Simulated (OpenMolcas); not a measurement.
## Predicting a hybrid from its neighbours: InHF2

InHF2: 4 atoms, total charge 0, spin state singlet. SMILES: `[F][InH][F]`. The shape is that of a PBE0-D4/def2-TZVP optimisation.

The dipole moment y, in D, basis def2-TZVP with a core potential; a is the functional's share of exact exchange. Programs: OpenMolcas 26.06.

```
functional     program     a  y (D)
      TPSS  OpenMolcas     0   3.26
    revPBE  OpenMolcas     0   3.26
     B3LYP  OpenMolcas   0.2      ?
      PBE0  OpenMolcas  0.25   3.54
     BHLYP  OpenMolcas   0.5   3.72
```

Problem. Fit y = c + s·a to the known rows and predict B3LYP.

Solution. 
1. Means of the 4 rows: a = 0.1875, y = 3.445.
2. Σ(Δa)² = 0.17188, Σ(Δa·Δy) = 0.16125, so the slope is 0.16125/0.17188 = 0.93815.
3. Intercept: 3.445 − (0.93815) × 0.1875 = 3.269. The largest residual of the fit is 0.036.
4. B3LYP: 3.269 + (0.93815) × 0.2 = 3.46 D.

The run gave 3.53 D, so the prediction is off by -0.07 D, more than the largest residual. More exact exchange makes the molecule more polar here.
